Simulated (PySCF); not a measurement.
Constitutional and geometric isomers with formula C3H3F. All species are isolated molecules in the gas phase. Strings in code marks are SMILES.

The T1 excitation (TDA) from two functionals at the same geometries (PBE0-D3(BJ)/def2-TZVP), both in PySCF: PBE-D3(BJ)/def2-TZVP and PBE0-D3(BJ)/def2-TZVP. Excitations are Tamm–Dancoff values on a coarser integration grid. The basis has no diffuse functions, so Rydberg states are missing or too high.

| species | PBE0-D3(BJ)/def2-TZVP (eV) |
|---|---|
| `FC1=CC1` | 4.54 |
| `C#CCF` | 5.23 |
| `CC#CF` | 5.96 |
| `C=C=CF` | 4.38 |

Task: What does PBE-D3(BJ)/def2-TZVP give for each?

Result: 
- `FC1=CC1`: 4.58
- `C#CCF`: 5.28
- `CC#CF`: 5.99
- `C=C=CF`: 4.23
Over these rows, drawn at random from the members with no instability flagged (it was tested for open shells, ions and some series alone), PBE minus PBE0-D3(BJ): mean -0.01 eV, from -0.15 eV to +0.05 eV.
